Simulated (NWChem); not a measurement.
Atomisation of H₃N₂

SMILES: N[NH]
```xyz
5

N      0.6557    -0.3590     0.0988
N     -0.5511     0.1907    -0.1278
H      1.3287     0.4180     0.0270
H     -0.7285     1.1775     0.0710
H     -1.3327    -0.4170     0.1048
```
Charge 0, spin multiplicity 2.

Everything below was run with NWChem. Structure: optimised with UB3LYP/def2-SVP, a minimum by its harmonic frequencies. It is one conformer; others weren't searched.

Basis set: def2-TZVP. The atomisation energy is electronic alone: no zero-point, thermal, spin-orbit or counterpoise terms. No value is extrapolated to the basis-set limit. Free atoms are single determinants with multiplicities N 4, H 2. Correlated methods freeze the same cores in atoms and molecule, 2 orbitals in all.

B3LYP has NWChem's definition, with VWN1-RPA local correlation. The structure started from a generated list of species. The stability of the SCF solutions was not checked. Open-shell Hartree-Fock references start from PBE0 orbitals. No row is a measurement; the coupled-cluster row has its own basis-set and correlation limits.

### Question
For the atomisation energy, B3LYP gives 355.5 kcal/mol and PBE gives 366.9 kcal/mol. What do CCSD(T), LC-wPBE (omega 0.3 per bohr), MP2 give?

### Answer
CCSD(T): 326.1 kcal/mol; LC-wPBE (omega 0.3 per bohr): 358.0 kcal/mol; MP2: 325.3 kcal/mol.
